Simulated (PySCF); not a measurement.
Species: C6H9Si2 (doublet state).
Numbering: `[SiH3:1][c:2]1[c:3][cH:4][c:5]([SiH3:6])[cH:7][cH:8]1` (hydrogens: H9, H10, H11 on Si1; H12 on C4; H13, H14, H15 on Si6; H16 on C7; H17 on C8)

Computed geometry: GFN2-xTB, gas phase. This method treats the open shell by occupation alone, without spin polarisation.

(1) What internal coordinates does the optimisation give?

Answers

(1) 
| bond | length (Å) |
| --- | --- |
| Si1–C2 | 1.888 |
| C2–C3 | 1.366 |
| C3–C4 | 1.359 |
| C4–C5 | 1.403 |
| C5–Si6 | 1.888 |
| C5–C7 | 1.391 |
| C7–C8 | 1.382 |
| C2–C8 | 1.398 |
| Si1–H9, Si1–H10, Si1–H11 | 1.465 |
| C4–H12 | 1.081 |
| Si6–H13, Si6–H14, Si6–H15 | 1.465 |
| C7–H16 | 1.082 |
| C8–H17 | 1.082 |

Bonds in one row agree within 0.01 Å and their mean is given. A selection of angles:
| angle | degrees |
| --- | --- |
| Si1–C2–C3 | 120.5 |
| Si1–C2–C8 | 123.5 |
| C3–C2–C8 | 116.0 |
| C2–C3–C4 | 126.4 |
| C3–C4–C5 | 117.4 |
| C4–C5–Si6 | 120.9 |
| C4–C5–C7 | 118.1 |
| Si6–C5–C7 | 121.0 |
| C5–C7–C8 | 122.3 |
| C2–C8–C7 | 119.8 |

Si6 (silicon bonded to C and 3 H) is tetrahedral (angles from 108.6° to 110.3°). C4 (carbon bonded to 2 C and H) is planar (angles 122.5°, 120.1° and 117.4°, sum 360.0°, 0.00 Å off the plane of its three neighbours). Si1 (silicon bonded to C and 3 H) is tetrahedral (angles from 108.7° to 110.3°). C8 (carbon bonded to 2 C and H) is planar (angles 120.5°, 119.8° and 119.7°, sum 360.0°, 0.00 Å off the plane of its three neighbours). C2 (carbon bonded to 2 C and Si) is planar (angles 123.5°, 120.5° and 116.0°, sum 360.0°, 0.00 Å off the plane of its three neighbours). The 6-membered ring C2–C3–C4–C5–C7–C8 has internal angles of 116.0° to 126.4°; it is planar, 0.00 Å rms from its mean plane, widest ring torsion 0°. C5 (carbon bonded to 2 C and Si) is planar (angles 121.0°, 120.9° and 118.1°, sum 360.0°, 0.00 Å off the plane of its three neighbours).

Point group: near Cs, missed by 0.37 Å at most; the miss may be what the optimiser left on a soft mode. Whether it is a minimum is left open (no frequencies).
